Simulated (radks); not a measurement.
Results of a calculation; reference values are marked as such.
Spherical quantum dot in the effective-mass picture: electrons in a parabolic well V = omega^2 r^2 / 2 with omega = 2.61, all in effective atomic units (hartree* = m*/eps^2 hartree, bohr* = eps/m* bohr), one dielectric constant everywhere. Level of theory: non-relativistic Kohn-Sham, r2SCAN, spin-polarised, spherical densities, generalised Kohn-Sham scheme (a radial shooting solver with Libxc functionals). Levels are named by radial order and angular momentum (1s, 1p, 1d, 2s, ...), and open shells are averaged over m. Results are scaled to m* = 0.333 and eps = 7.9, for which hartree* = 145.2 meV and bohr* = 1.255 nm.

N = 21, configuration 1s2 1p6 1d10 2s2 1f(up 1, down 0). This is the lowest configuration that the search found. Occupied and some empty levels:

| level | occupation | eigenvalue (meV) | <r> (nm) |
|---|---|---|---|
| 1s up | 1 | 2901.9 | 1.179 |
| 1s down | 1 | 2903.2 | 1.175 |
| 1p up | 3 | 3120.0 | 1.492 |
| 1p down | 3 | 3123.3 | 1.488 |
| 1d up | 5 | 3362.1 | 1.717 |
| 1d down | 5 | 3367.1 | 1.714 |
| 2s up | 1 | 3403.7 | 1.514 |
| 2s down | 1 | 3407.6 | 1.517 |
| 1f up | 1 | 3625.6 | 1.898 |
| 1f down | 0 | 3631.9 | 1.897 |
| 2p up | 0 | 3688.6 | 1.716 |
| 2p down | 0 | 3692.5 | 1.716 |
| 1g up | 0 | 3907.2 | 2.056 |
| 1g down | 0 | 3914.6 | 2.054 |
| 2d up | 0 | 3982.6 | 1.904 |
| 2d down | 0 | 3987.6 | 1.901 |

Energy (meV): total 46866.5, kinetic 8191.8, external 18389, Hartree 22622, exchange-correlation -2335.8.

Electron density:

| r (nm) | n(r) (e/nm^3) |
|---|---|
| 0.151 | 0.9029 |
| 0.319 | 0.8336 |
| 0.487 | 0.7460 |
| 0.655 | 0.6718 |
| 0.822 | 0.6309 |
| 0.990 | 0.6213 |
| 1.16 | 0.6230 |
| 1.33 | 0.6091 |
| 1.49 | 0.5605 |
| 1.66 | 0.4738 |
| 1.83 | 0.3625 |
| 2.00 | 0.2503 |
| 2.17 | 0.1543 |
| 2.33 | 0.08490 |
| 2.50 | 0.04160 |
| 2.67 | 0.01829 |
| 2.84 | 0.007123 |
| 3.01 | 0.002480 |
| 3.17 | 0.0007711 |
| 3.34 | 0.0002165 |
